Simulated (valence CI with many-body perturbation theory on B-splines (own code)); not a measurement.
# Ir63+: calculated level list

Computed by valence CI with perturbative core correlation (CI+MBPT): four valence electrons over a frozen Dirac-Fock core [Ne], radial functions for each j: 11 s, 11 p, 9 d, 7 f, 5 g, 2 h, 1 i, with the one-electron correlation potential Σ1 (screened to all orders), the two-electron term Σ2, the three-electron term Σ3, Breit, model QED; selected single and double excitations, second order for the rest (own B-spline code, finite nucleus).

No measured spectrum was set against this ion. As an estimate, large intervals hold to a few tenths of a per cent, small ones and those within an open d or f shell to about a per cent.

Levels 1 to 45 of 67, with energies above the lowest level, (3s^2 3p1/2^2) J=0. "Leading %" is the weight of the configuration and term that name the level; weights of strongly mixed levels are sums over their largest components and can fall short. In the jj column 3d3/2^4 stands for four electrons in 3d with j = 3/2. Lifetimes count E1, E2, E3, M1 and M2 decay at the calculated energies, and are blank where another channel may lead or the interval is too uncertain; long ones can be off by a factor of two.

| No. | Configuration | Term | J | E (× 10³ cm⁻¹) | Leading % | Leading jj | Lifetime | Second component |
| --- | --- | --- | --- | --- | --- | --- | --- | --- |
| 1 | 3s²3p² | ³P | 0 | 0.00 | 68 | 3s^2 3p1/2^2 (100 %) |  | 31 % 3s²3p² ¹S |
| 2 | 3s²3p² | ³P | 1 | 3409.6 | 100 | 3s^2 3p1/2 3p3/2 (100 %) | 2.11 ns |  |
| 3 | 3s²3p² | ¹D | 2 | 3488.0 | 65 | 3s^2 3p1/2 3p3/2 (99 %) | 102 ns | 35 % 3s²3p² ³P |
| 4 | 3s3p³ | ³P° | 2 | 4862.7 | 47 | 3s 3p1/2^2 3p3/2 (97 %) | 32.4 ps | 26 % 3s3p³ ⁵S° |
| 5 | 3s3p³ | ³D° | 1 | 5093.2 | 27 | 3s 3p1/2^2 3p3/2 (81 %) | 947 fs | 24 % 3s3p³ ¹P° |
| 6 | 3s²3p3d | ³F° | 2 | 5277.0 | 74 | 3s^2 3p1/2 3d3/2 (99 %) | 86.3 ps | 20 % 3s²3p3d ¹D° |
| 7 | 3s²3p3d | ³D° | 1 | 5655.1 | 43 | 3s^2 3p1/2 3d3/2 (81 %) | 155 fs | 25 % 3s²3p3d ¹P° |
| 8 | 3s²3p3d | ³P° | 2 | 6232.7 | 46 | 3s^2 3p1/2 3d5/2 (97 %) | 2.47 ps | 34 % 3s²3p3d ³D° |
| 9 | 3s²3p3d | ³F° | 3 | 6243.8 | 50 | 3s^2 3p1/2 3d5/2 (99 %) | 3.69 ps | 27 % 3s²3p3d ¹F° |
| 10 | 3s3p²3d | ³D | 1 | 6766.5 | 45 | 3s 3p1/2^2 3d3/2 (99 %) | 15.8 ps | 38 % 3s3p²3d ⁵F |
| 11 | 3s3p²3d | ³D | 2 | 6828.4 | 29 | 3s 3p1/2^2 3d3/2 (97 %) | 16.7 ps | 17 % 3s3p²3d ⁵F |
| 12 | 3s²3p² | ³P | 2 | 6959.5 | 64 | 3s^2 3p3/2^2 (98 %) | 274 ps | 34 % 3s²3p² ¹D |
| 13 | 3s²3p² | ¹S | 0 | 7131.0 | 68 | 3s^2 3p3/2^2 (98 %) | 586 ps | 31 % 3s²3p² ³P |
| 14 | 3s3p²3d | ³D | 3 | 7680.4 | 35 | 3s 3p1/2^2 3d5/2 (98 %) | 3.27 ps | 19 % 3s3p²3d ⁵D |
| 15 | 3s3p²3d | ³F | 2 | 7798.8 | 27 | 3s 3p1/2^2 3d5/2 (97 %) | 2.98 ps | 21 % 3s3p²3d ¹D |
| 16 | 3s3p³ | ³D° | 2 | 8193.4 | 49 | 3s 3p1/2 3p3/2^2 (96 %) | 1.34 ps | 45 % 3s3p³ ⁵S° |
| 17 | 3s3p³ | ³D° | 3 | 8352.7 | 94 | 3s 3p1/2 3p3/2^2 (94 %) | 1.94 ps |  |
| 18 | 3s3p³ | ³P° | 0 | 8448.0 | 85 | 3s 3p1/2 3p3/2^2 (85 %) | 1.07 ps | 14 % 3s²3p3d ³P° |
| 19 | 3s3p³ | ¹D° | 2 | 8571.6 | 55 | 3s 3p1/2 3p3/2^2 (70 %) | 518 fs | 13 % 3s²3p3d ³D° |
| 20 | 3s3p³ | ³P° | 1 | 8576.2 | 32 | 3s 3p1/2 3p3/2^2 (81 %) | 630 fs | 20 % 3s3p³ ³D° |
| 21 | 3s3p³ | ³S° | 1 | 8673.5 | 31 | 3s 3p1/2 3p3/2^2 (97 %) | 221 fs | 28 % 3s3p³ ³P° |
| 22 | 3s²3p3d | ³F° | 3 | 9001.9 | 46 | 3s^2 3p3/2 3d3/2 (95 %) | 327 fs | 37 % 3s²3p3d ¹F° |
| 23 | 3s²3p3d | ³D° | 2 | 9045.7 | 38 | 3s^2 3p3/2 3d3/2 (69 %) | 146 fs | 20 % 3s3p³ ¹D° |
| 24 | 3s²3p3d | ³P° | 1 | 9048.8 | 45 | 3s^2 3p3/2 3d3/2 (82 %) | 184 fs | 32 % 3s²3p3d ³D° |
| 25 | 3s²3p3d | ³P° | 0 | 9057.9 | 85 | 3s^2 3p3/2 3d3/2 (85 %) | 221 fs | 14 % 3s3p³ ³P° |
| 26 | 3s²3p3d | ³F° | 4 | 9586.6 | 99 | 3s^2 3p3/2 3d5/2 (99 %) | 1.21 ns |  |
| 27 | 3s²3p3d | ³P° | 2 | 9671.9 | 44 | 3s^2 3p3/2 3d5/2 (97 %) | 4.10 ps | 42 % 3s²3p3d ¹D° |
| 28 | 3s²3p3d | ³D° | 3 | 9860.1 | 62 | 3s^2 3p3/2 3d5/2 (96 %) | 1.35 ps | 35 % 3s²3p3d ¹F° |
| 29 | 3s3p²3d | ⁵F | 2 | 9930.5 | 25 | 3s 3p1/2 3p3/2 3d3/2 (70 %) | 2.16 ps | 18 % 3p⁴ ³P |
| 30 | 3s²3p3d | ¹P° | 1 | 9948.5 | 62 | 3s^2 3p3/2 3d5/2 (97 %) | 1.88 ps | 25 % 3s²3p3d ³P° |
| 31 | 3s3p²3d | ⁵D | 0 | 9988.0 | 75 | 3s 3p1/2 3p3/2 3d3/2 (94 %) | 10.7 ps | 14 % 3s3p²3d ³P |
| 32 | 3s3p²3d | ⁵D | 1 | 10010 | 50 | 3s 3p1/2 3p3/2 3d3/2 (99 %) | 10.5 ps | 23 % 3s3p²3d ⁵F |
| 33 | 3s3p²3d | ⁵F | 3 | 10058 | 43 | 3s 3p1/2 3p3/2 3d3/2 (98 %) | 9.68 ps | 35 % 3s3p²3d ³F |
| 34 | 3p⁴ | ³P | 2 | 10105 | 31 | 3s 3p1/2 3p3/2 3d3/2 (47 %) | 614 fs | 18 % 3s3p²3d ⁵F |
| 35 | 3s3p²3d | ³G | 4 | 10204 | 31 | 3s 3p1/2 3p3/2 3d3/2 (96 %) | 29.7 ps | 18 % 3s3p²3d ⁵F |
| 36 | 3p⁴ | ¹S | 0 | 10213 | 45 | 3p1/2^2 3p3/2^2 (70 %) | 499 fs | 25 % 3p⁴ ³P |
| 37 | 3s3p²3d | ³F | 2 | 10321 | 56 | 3s 3p1/2 3p3/2 3d3/2 (87 %) | 541 fs | 9 % 3s3p²3d ³P |
| 38 | 3s3p²3d | ³D | 3 | 10379 | 32 | 3s 3p1/2 3p3/2 3d3/2 (95 %) | 313 fs | 16 % 3s3p²3d ³F |
| 39 | 3s3p²3d | ³P | 1 | 10416 | 30 | 3s 3p1/2 3p3/2 3d3/2 (98 %) | 287 fs | 28 % 3s3p²3d ⁵P |
| 40 | 3s3p²3d | ³D | 2 | 10438 | 24 | 3s 3p1/2 3p3/2 3d3/2 (85 %) | 206 fs | 20 % 3s3p²3d ⁵P |
| 41 | 3s3p²3d | ³G | 3 | 10455 | 44 | 3s 3p1/2 3p3/2 3d3/2 (98 %) | 295 fs | 20 % 3s3p²3d ³F |
| 42 | 3s3p²3d | ³D | 1 | 10467 | 46 | 3s 3p1/2 3p3/2 3d3/2 (97 %) | 245 fs | 17 % 3s3p²3d ¹P |
| 43 | 3s3p²3d | ³D | 1 | 10682 | 45 | 3s 3p1/2 3p3/2 3d3/2 (94 %) | 145 fs | 20 % 3s3p²3d ³P |
| 44 | 3s3p²3d | ³F | 2 | 10691 | 28 | 3s 3p1/2 3p3/2 3d3/2 (73 %) | 157 fs | 14 % 3s3p²3d ¹D |
| 45 | 3s3p²3d | ³P | 0 | 10718 | 53 | 3s 3p1/2 3p3/2 3d3/2 (56 %) | 189 fs | 18 % 3s²3d² ³P |

The ionisation energy to 3s²3p ²P°1/2 of the next ion comes out as 7275.4 eV (NIST: 7274 ± 19 eV (theoretical)). All 67 levels together are meant to be complete up to 11877 × 10³ cm⁻¹.
